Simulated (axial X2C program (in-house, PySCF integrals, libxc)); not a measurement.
# Photoelectron levels of HBr by EOM-IP-CCSD

Computed with an in-house all-electron X2C program for linear molecules (integrals from PySCF): two-component X2C with atomic mean-field Coulomb and Gaunt terms, Gaussian nuclei, basis Br dyall-cv3z, H dyall-v3z with contracted cores.

R = 1.419 Å (near the PBE0 minimum at charge 0 of the determinant lowest at the starting distance; the state shown can have its own minimum elsewhere).

Hartree–Fock spinors of HBr (one of each Kramers pair; a window near the gap, which can cut inner shells):

```csv
ω,occupied,ε (eV),character
1/2,yes,-28.78,"74% Br s, 19% H s, 7% H p"
1/2,yes,-15.83,"60% Br p, 29% H s, 8% Br s"
1/2,yes,-11.98,"95% Br p, 4% H p"
3/2,yes,-11.61,"95% Br p, 4% H p"
1/2,no,2.14,"71% H s, 14% H p, 8% Br p"
1/2,no,4.95,"43% H s, 27% Br p, 24% Br d"
1/2,no,8.46,"81% Br p, 11% Br s, 4% H p"
1/2,no,8.64,"83% Br p, 10% Br s, 3% H p"
3/2,no,8.68,99% Br p
1/2,no,11.93,"69% Br s, 16% Br p, 7% H s"
```

Vertical ionisation energies of HBr to the states of HBr⁺:

```json
{"Ω of HBr⁺": "3/2", "vertical IE (eV)": "11.482", "above lowest (cm⁻¹)": "0", "ionised spinor": "95% Br pπ", "one-hole weight": "0.96"}
{"Ω of HBr⁺": "1/2", "vertical IE (eV)": "11.800", "above lowest (cm⁻¹)": "2565", "ionised spinor": "95% Br pπ", "one-hole weight": "0.96"}
{"Ω of HBr⁺": "1/2", "vertical IE (eV)": "15.649", "above lowest (cm⁻¹)": "33616", "ionised spinor": "60% Br pσ, 29% H sσ, 9% Br sσ", "one-hole weight": "0.95"}
```

Q: How far does the lowest EOM-IP-CCSD energy lie from the Koopmans value −ε of the highest filled spinor?

A: 11.482 eV against 11.61 eV, a shift of -0.13 eV: relaxation of the final state lowers the energy and the loss of correlation raises it.

Q: Take the first Ω = 1/2 and Ω = 3/2 rows of π character: how far apart are they, and which lies lower?

A: E(3/2) − E(1/2) = 0 − 2565 = -2565 cm⁻¹ at EOM-IP-CCSD: inverted, Ω = 3/2 lower. Splittings at this level can be off by ten to twenty per cent.

This point took 2.1 s on 1 thread of Intel(R) Xeon(R) Platinum 8124M CPU @ 3.00GHz (Skylake/Cascade Lake), on a shared host.

Reference electrons by ω block (each with its −ω partner): 1/2: 12, 3/2: 5, 5/2: 1. 8 electrons of HBr correlated (inner shells frozen), 74 natural virtual spinors (a truncated set); levels can be off by some tenths of an eV. Roots sought by Ω: (1/2: 4, 3/2: 3, 5/2: 1); the list ends where they run out and leaves out roots under 60 % one-particle weight. The solver can skip a root, and states that need a further excitation, which the method places far too high, are missing though they may lie low or lowest. T1 of the reference 0.006 (Lee–Taylor). Number of frozen shells: Br 3 s, 2 p, 1 d; H none.
